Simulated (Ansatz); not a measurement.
## Which method gave which barrier?

Saddle point of Si$_{4}$H$_{10}$ClF, singlet (Si₄H₉F ([F][Si]([SiH3])([SiH3])[SiH3]) + HCl → Si₃H₆ClF ([F][Si]([SiH3])([SiH3])[Cl]) + SiH₄; bonds formed: Si1–Cl7, Si2–H6; bonds broken: Si1–Si2, H6–Cl7), PBE0-D4/def2-TZVP structure:

Si1  (0.119, 0.533, 0.043)
Si2  (1.747, -1.438, -0.404)
Si3  (-1.150, 1.075, -1.838)
Si4  (-0.578, 0.614, 2.268)
F5  (1.524, 1.359, -0.060)
H6  (0.036, -1.203, -0.140)
Cl7  (-1.662, -1.454, 0.068)
H8  (2.628, -1.183, 0.756)
H9  (2.290, -0.909, -1.674)
H10  (1.404, -2.875, -0.519)
H11  (-1.043, -0.033, -2.819)
H12  (-0.617, 2.323, -2.452)
H13  (-2.554, 1.284, -1.414)
H14  (0.143, 1.711, 2.972)
H15  (-2.036, 0.874, 2.294)
H16  (-0.249, -0.679, 2.917)
(Å)

Computed with Ansatz 0.2.0 (basis: def2-TZVPP, with def2-QZVPP for the basis limit); correlated methods freeze the cores. Extrapolation: Hartree–Fock as exp(−7.88 √X), correlation as X^−2.97. Four methods, as single points on the PBE0-D4 structures, gave these electronic barriers from the start structure: 0.856, 0.947, 1.327, 1.825 eV.

Problem. The methods were, in alphabetical order, BHLYP-D4, HF, PBE-D4, r2SCAN-D4. Which gave which? (Judge from chemistry; the calculation decides.)

Solution. Computed: PBE-D4 0.856; r2SCAN-D4 0.947; BHLYP-D4 1.327; HF 1.825 eV. For comparison, CCSD(T) at an estimated basis limit (MP2 extrapolated from triple and quadruple zeta, plus CCSD(T) − MP2 in triple zeta) gives 1.184 eV.

The T1 diagnostic stays at or below 0.015. The end structure is not quite a true minimum (one mode of 26i cm⁻¹).

Labels in which every atom is bracketed show which atoms are joined, not bond orders.

For scale, one of the runs: CCSD(T)/def2-TZVPP, 381 basis functions, launched by `ansatz run in.yaml --threads 4 --pin off --events-out ev --progress --plain --max-ram 66560MiB --backend cuda --devices 0, --max-vram 37GiB`. Hardware: 4 CPU threads of an AMD EPYC 7R13 and a share of one NVIDIA H100, shared host. Wall time 15 s; peak host memory 0.92 GiB.
